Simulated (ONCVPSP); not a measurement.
beryllium (Be), ONCV: configuration errors across variants

Be, optimised norm-conserving Vanderbilt (ONCV), made with ONCVPSP 4.0.1 (BLYP, scalar-relativistic). Core none, reference 1s2 2s2. Waves: 1s+2s: rc 0.90 bohr, ncon 4, nbas 7, qcut 11.7 1/bohr, 2 projectors; p scattering state at 0.43 Ha: rc 0.90 bohr, ncon 5, nbas 8, qcut 8.7 1/bohr, 2 projectors, debl 1.5 Ha. Local part: polynomial inside 0.70 bohr (lpopt 5, dvloc0 3 Ha). Core correction: none.

All-electron excitation energies from the reference (eV): (1) 1s2 2s1 9.439; (2) 1s2 2s0 27.529; (3) 1s2 2s1.5 3.695; (4) 1s2 2s1 2p1 3.569.

Errors AE − PS in meV (a dash: test not solved or not reliable):

```csv
change,(1),(2),(3),(4),bound ghosts,GHOST(+) flags above zero
base,+0.7,+5.1,+0.1,+1.3,none,none
"all radii scaled by about 0.80 (s 0.72, p 0.72 bohr); local potential polynomial inside 0.56 bohr (lpopt 5, dvloc0 3 Ha)",+0.6,+4.4,+0.1,+1.1,none,p
"all radii scaled by about 0.89 (s 0.80, p 0.80 bohr); local potential polynomial inside 0.62 bohr (lpopt 5, dvloc0 3 Ha)",+0.7,+4.9,+0.1,+1.2,none,p
"all radii scaled by about 1.11 (s 1.00, p 1.00 bohr); local potential polynomial inside 0.78 bohr (lpopt 5, dvloc0 3 Ha)",+0.6,+4.7,+0.1,+1.4,none,none
"all radii scaled by about 1.20 (s 1.08, p 1.08 bohr); local potential polynomial inside 0.84 bohr (lpopt 5, dvloc0 3 Ha)",+0.5,+3.1,+0.1,+1.5,none,none
"all radii scaled by about 1.29 (s 1.16, p 1.16 bohr); local potential polynomial inside 0.90 bohr (lpopt 5, dvloc0 3 Ha)",+0.2,-0.1,0.0,+1.6,none,none
```

**Question.** Give the same row for: all radii scaled by about 1.04 (s 0.94, p 0.94 bohr); local potential polynomial inside 0.72 bohr (lpopt 5, dvloc0 3 Ha).

**Answer.** +0.7, +5.1, +0.1, +1.4; bound ghosts: none; GHOST(+) flags above zero: none.
